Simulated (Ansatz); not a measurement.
Cl$_{2}$FSc (`[F][Sc]([Cl])[Cl]`), 4 atoms. Total charge 0; spin multiplicity 1. Correlated methods include outer-core shells of Sc, which these sets cover unevenly. Scalar relativity is left out up to krypton. All runs use 2 threads of a server CPU on a shared host. Correlated methods freeze the cores.

(1) How many basis functions does each run have, and how long does it take in Ansatz? RKS revPBE-D4/def2-TZVPP energy; RHF-CCSD(T)/def2-TZVPP energy; RKS PBE0-D4/def2-TZVP relaxation (4 steps); RKS PBE-QIDH (frozen core)/def2-TZVPP energy; RKS ωB97M-V/def2-QZVPP energy; RHF-CCSD(T)/def2-SVP energy; RKS PBE0-D4/def2-TZVP frequencies; RKS ωB97M-V/def2-SVP energy; RKS PBE0-D4/def2-QZVPP energy; RKS r2SCAN-D4/def2-TZVPP energy and forces; RKS PBE0-D4/def2-SVP energy; RHF-MP2/def2-QZVPP energy. (Estimate.)

Results:

(1) Computed: Other jobs shared the machine, so times are rough.

```tsv
level	job	functions	wall time	peak host memory (GiB)
RKS PBE0-D4/def2-SVP	energy	81	1.4 s	0.18
RKS revPBE-D4/def2-TZVPP	energy	179	2 s	0.25
RHF-CCSD(T)/def2-SVP	energy	81	2.5 s	0.24
RKS r2SCAN-D4/def2-TZVPP	energy and forces	179	4.5 s	0.27
RKS PBE-QIDH (frozen core)/def2-TZVPP	energy	179	4.8 s	0.41
RKS PBE0-D4/def2-QZVPP	energy	290	6 s	0.87
RKS ωB97M-V/def2-SVP	energy	81	6 s	0.28
RHF-MP2/def2-QZVPP	energy	290	9 s	0.92
RKS ωB97M-V/def2-QZVPP	energy	290	15 s	1
RKS PBE0-D4/def2-TZVP	relaxation (4 steps)	150	16 s	0.42
RHF-CCSD(T)/def2-TZVPP	energy	179	41 s	1.7
RKS PBE0-D4/def2-TZVP	frequencies	150	56 s	0.42
```
